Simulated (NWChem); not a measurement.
Species: CHCl$_{2}$F; SMILES ClC(Cl)F

```xyz
5

F      1.5933    -0.1680     0.0000
C      0.3786     0.4083     0.0000
Cl    -0.5025    -0.0715     1.4819
Cl    -0.5025    -0.0715    -1.4819
H      0.4751     1.4925     0.0000
```
Atoms are numbered in this order, from 1.

The geometry was optimised at B3LYP/6-31G* (spherical d).

Symmetry labels are those of Cs in the frame above (b1 and b2, or b-type labels, depend on it).

Q: List the 4 lowest vertical singlet excitations from Hartree-Fock/6-31G* (spherical d), CIS (NWChem).

A: 
| state | energy (eV) | oscillator strength | symmetry | leading excitation (squared amplitude) |
|---|---|---|---|---|
| S1 | 8.08 | 0.010 | a" | HOMO → LUMO (0.77) |
| S2 | 8.38 | 0.005 | a' | HOMO−1 → LUMO (0.74) |
| S3 | 8.40 | 0.000 | a" | HOMO−2 → LUMO (0.73) |
| S4 | 8.79 | 0.002 | a' | HOMO−3 → LUMO (0.60) |
